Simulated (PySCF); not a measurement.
Ge(OMe)(SiH3) (CH₆GeOSi), SMILES [O](C)[Ge][SiH3] (connectivity only; charge and spin as stated), neutral, multiplicity 1.

Geometry: PBE-D3(BJ)/def2-SVP. The structure was generated by enumeration; whether it is a known compound was not checked. The values are those of a single conformer.

The numbers are results of PBE-D3(BJ)/def2-SVP (PySCF), not measurements.

Frequencies are harmonic and unscaled.

| mode | ν (cm⁻¹) | IR (km/mol) | moving atoms (share of kinetic energy) |
|---|---|---|---|
| 1 | 88 | 0.1 | H 99 % |
| 2 | 98 | 0.3 | H 97 % |
| 3 | 137 | 2.1 | Si 30 %, C 29 %, H 24 %, Ge 11 % |
| 4 | 159 | 14.9 | O 59 %, H 24 %, C 11 % |
| 5 | 259 | 1.6 | Si 37 %, O 19 %, H 18 %, C 15 %, Ge 11 % |
| 6 | 285 | 21.3 | Si 27 %, Ge 25 %, H 23 %, O 13 %, C 12 % |
| 7 | 323 | 7.2 | H 85 %, Si 10 % |
| 8 | 420 | 25.9 | H 72 %, Si 12 % |
| 9 | 562 | 62.1 | O 55 %, Ge 21 %, C 16 % |
| 10 | 805 | 189.6 | H 90 %, Si 9 % |
| 11 | 892 | 27.2 | H 98 % |
| 12 | 905 | 24.5 | H 98 % |
| 13 | 1084 | 135.4 | O 49 %, C 41 %, H 9 % |
| 14 | 1120 | 1.4 | H 76 %, C 19 % |
| 15 | 1135 | 4.3 | H 67 %, C 21 %, O 11 % |
| 16 | 1402 | 1.1 | H 97 % |
| 17 | 1405 | 7.5 | H 89 %, C 9 % |
| 18 | 1415 | 15.9 | H 95 % |
| 19 | 2102 | 64.7 | H 98 % |
| 20 | 2118 | 94.8 | H 96 % |
| 21 | 2133 | 105.7 | H 96 % |
| 22 | 2917 | 48.4 | H 97 % |
| 23 | 3004 | 28.5 | H 91 %, C 9 % |
| 24 | 3020 | 19.4 | H 90 %, C 10 % |
